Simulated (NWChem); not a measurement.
Molecule: AlH2SOF; SMILES [OH][Al]([F])[SH]

```xyz
6

Al     0.0857    -0.4233     0.0000
F     -1.2191    -1.4491     0.0000
O      1.6704    -1.0051     0.0000
H      1.9453    -1.9231     0.0000
S     -0.2510     1.7128     0.0000
H      1.0797     1.9573     0.0000
```
Atoms are numbered in this order, from 1.

Level: PBE0/def2-SVP (NWChem), optimised geometry, unscaled harmonic frequencies. 

Problem. List the harmonic frequencies with IR intensities, and the thermochemistry.

Solution. 
```tsv
frequency (cm⁻¹)	IR intensity (km/mol)
161	4.3
221	40.8
244	1.1
259	67.5
328	155.2
476	41.7
552	141.7
653	7.2
836	176.9
964	113.4
2711	1.3
3989	130.3
```

The zero-point energy is 16.3 kcal/mol, the thermal correction to the enthalpy at 298.15 K (with zero-point energy) is 20.6 kcal/mol and the heat capacity Cv is 19.2 cal/(mol K). The entropy at 298.15 K and 1 atm (symmetry number 1) is 77.1 cal/(mol K). The dipole moment is 2.10 D.

Rigid rotor and harmonic oscillator.
